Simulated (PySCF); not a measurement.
An element was calculated at UHF (PySCF 2.14, spin-free X2C, a triple-zeta basis, no spin-orbit coupling), in the ground configurations that NIST lists.

| Item | Value |
| --- | --- |
| first ionisation energy | 4.424 eV |
| second ionisation energy | 11.171 eV |
| third ionisation energy | 18.021 eV |

Which element is it?

Cerium (Ce, Z = 58), in ANO-RCC-VTZP. NIST lists 5.539, 10.956 ± 0.02, 20.197 eV for these ionisation energies.
